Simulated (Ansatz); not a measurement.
A nudged elastic band was laid between two geometries of CH₄BClS (8 atoms, charge 0, multiplicity 1).

These are results of RKS PBE/cc-pVDZ (Ansatz), not measurements.

```yaml
movable_images: 9
climbing_image: yes
spring: 5.0 eV/Å²
optimiser: quadratic models (default)
start_path: IDPP
force_threshold: 0.5 eV/Å
iteration_limit: 60
end_points: relaxed
```

First end point:

```xyz
8
Properties=species:S:1:pos:R:3
S -0.315 1.679 -0.984
B -0.428 0.279 0.134
C 0.524 -0.958 -0.114
Cl 1.598 -0.993 1.368
H -1.258 2.474 -0.392
H -1.210 0.286 1.058
H -0.014 -1.927 -0.135
H 1.195 -0.897 -0.991
```

Last end point:

```xyz
8
Properties=species:S:1:pos:R:3
S -1.746 0.505 -0.751
B -0.160 0.499 0.091
C 0.819 -0.716 -0.162
Cl 0.947 -1.527 1.473
H -2.234 1.674 -0.233
H 0.147 1.399 0.838
H 0.473 -1.489 -0.873
H 1.845 -0.402 -0.438
```

(1) What changes between the two ends?

(2) What energy profile does the band end with?

(3) What is the geometry of the highest image?

The band took 2 iterations and roughly 70 core-seconds.

Answers

(1) No bond is made or broken. The dihedral S1–B2–C3–H7 goes from -129 to 1°. The two ends are copies of one structure, up to a mirror image or an exchange of like atoms.

(2) The forces met the threshold. The highest image is number 5 of 0 to 10, 0.061 eV above the ends, which have the same energy within 2 meV. The threshold of 0.5 eV/Å is loose, so the images may lie well off the minimum-energy path. The order of the stationary point at the top wasn't checked.

```json
{"image": "0", "path coordinate (Å)": "0.00", "energy (eV)": "0.000", "dihedral S1–B2–C3–H7 (°)": "-129"}
{"image": "1", "path coordinate (Å)": "0.34", "energy (eV)": "0.007", "dihedral S1–B2–C3–H7 (°)": "-116"}
{"image": "2", "path coordinate (Å)": "0.67", "energy (eV)": "0.022", "dihedral S1–B2–C3–H7 (°)": "-102"}
{"image": "3", "path coordinate (Å)": "1.01", "energy (eV)": "0.040", "dihedral S1–B2–C3–H7 (°)": "-88"}
{"image": "4", "path coordinate (Å)": "1.34", "energy (eV)": "0.055", "dihedral S1–B2–C3–H7 (°)": "-75"}
{"image": "5", "path coordinate (Å)": "1.68", "energy (eV)": "0.061", "dihedral S1–B2–C3–H7 (°)": "-61"}
{"image": "6", "path coordinate (Å)": "2.02", "energy (eV)": "0.055", "dihedral S1–B2–C3–H7 (°)": "-47"}
{"image": "7", "path coordinate (Å)": "2.36", "energy (eV)": "0.040", "dihedral S1–B2–C3–H7 (°)": "-35"}
{"image": "8", "path coordinate (Å)": "2.69", "energy (eV)": "0.022", "dihedral S1–B2–C3–H7 (°)": "-23"}
{"image": "9", "path coordinate (Å)": "3.03", "energy (eV)": "0.007", "dihedral S1–B2–C3–H7 (°)": "-11"}
{"image": "10", "path coordinate (Å)": "3.36", "energy (eV)": "0.000", "dihedral S1–B2–C3–H7 (°)": "1"}
```

(3) 
```xyz
8
Properties=species:S:1:pos:R:3
S -1.026 1.211 -1.306
B -0.301 0.391 0.132
C 0.679 -0.842 -0.026
Cl 1.262 -1.471 1.613
H -1.723 2.126 -0.565
H -0.593 0.822 1.225
H 0.201 -1.704 -0.531
H 1.592 -0.590 -0.598
```

Run time: 72 s on 1 thread of Arm Neoverse V1 (shared host), peak memory 0.12 GiB.
